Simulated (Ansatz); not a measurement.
Ansatz (a program for electronic structure) input (HF/6-31G*):

Ansatz 0.2 input:
```yaml
crystal:
  periodic: [false, false, false]
  atoms:
    - {symbol: B, position_ang: [-0.75292700, -0.03938200, -0.04068500]}
    - {symbol: N, position_ang: [0.69916700, -0.00105000, -0.01098700]}
    - {symbol: H, position_ang: [-1.23341100, -0.71105700, -0.90474800]}
    - {symbol: H, position_ang: [-1.20904300, 1.12392400, 0.06210000]}
    - {symbol: H, position_ang: [-1.19454400, -0.24122000, 1.11522400]}
    - {symbol: H, position_ang: [1.22013600, 0.53055200, 0.67094600]}
    - {symbol: H, position_ang: [1.28732600, -0.49793800, -0.66319000]}
basis:
  gaussian:
    orbitals: 6-31G*
hamiltonian:
  xc: {name: HF}
magnetization: {spin_polarized: true, initial_magnetization: 1}
relax: {f_tol: 0.003, max_steps: 120}
```

From the output:

```
494 factors; integrals over basis functions are off by at most 4.4e-4 eV
mean field: 0.08 GiB planned
mean field -2230.81289448 eV, -81.9808617730 hartree, gradient 5.6e-5 eV, S^2 0.763666; 0 other end points of the search recorded, 0 dependent functions left out
the calculation of the forces begins
reference -2230.81289448 eV, -81.9808617730 hartree; 9, 8 occupied and 31, 32 virtual orbitals, 494 factors
relax step   9: F+E_penalty+E_count = -2230.81289448 eV  Δ(F+E_penalty+E_count) = -1.305e-5 eV  max|allowed force component| = 3.257e-3 eV/Å  Δτ_max = 0.0008 Å  (24 SCF iters, accepted)
these checks for a lower state are left out or cut short: starts, cluster_reference, orbital_swaps, neighbouring_geometries, increment
integrals: 0.00 GiB planned
494 factors; integrals over basis functions are off by at most 4.4e-4 eV
mean field: 0.08 GiB planned
mean field -2230.81289463 eV, -81.9808617784 hartree, gradient 1.6e-5 eV, S^2 0.763670; 0 other end points of the search recorded, 0 dependent functions left out
the calculation of the forces begins
reference -2230.81289463 eV, -81.9808617784 hartree; 9, 8 occupied and 31, 32 virtual orbitals, 494 factors
relax step  10: F+E_penalty+E_count = -2230.81289463 eV  Δ(F+E_penalty+E_count) = -1.483e-7 eV  max|allowed force component| = 8.088e-4 eV/Å  Δτ_max = 0.0001 Å  (25 SCF iters, accepted)
integrals: 0.00 GiB planned
494 factors; integrals over basis functions are off by at most 4.4e-4 eV
mean field: 0.08 GiB planned
mean field evaluation 96: about -2230.8129 eV, gradient 1.6e-5 eV
mean field -2230.81289463 eV, -81.9808617784 hartree, gradient 1.6e-5 eV, S^2 0.763670; 1 other end points of the search recorded, 0 dependent functions left out
the calculation of the forces begins
reference -2230.81289463 eV, -81.9808617784 hartree; 9, 8 occupied and 31, 32 virtual orbitals, 494 factors
Total energy: -2230.81289463 eV, -81.9808617784 hartree
Atom 0 at    -0.878552     0.013203     0.029210 Å, force    -0.000123    -0.000225    -0.000290 eV/Å
Atom 1 at     0.718185     0.012956     0.006907 Å, force     0.000809    -0.000034    -0.000055 eV/Å
Atom 2 at    -1.242901    -0.690444    -0.877898 Å, force     0.000068     0.000072     0.000093 eV/Å
Atom 3 at    -1.171402     1.186259    -0.086486 Å, force     0.000017     0.000076     0.000082 eV/Å
Atom 4 at    -1.154552    -0.400245     1.137403 Å, force     0.000017     0.000060     0.000094 eV/Å
Atom 5 at     1.262233     0.532259     0.672579 Å, force    -0.000356    -0.000338    -0.000434 eV/Å
Atom 6 at     1.283694    -0.490159    -0.653056 Å, force    -0.000431     0.000388     0.000509 eV/Å
Dipole moment:     1.090854     0.003083    -0.011022 e Å
```

The geometry given is a B3LYP-D3(BJ)/def2-TZVP minimum.
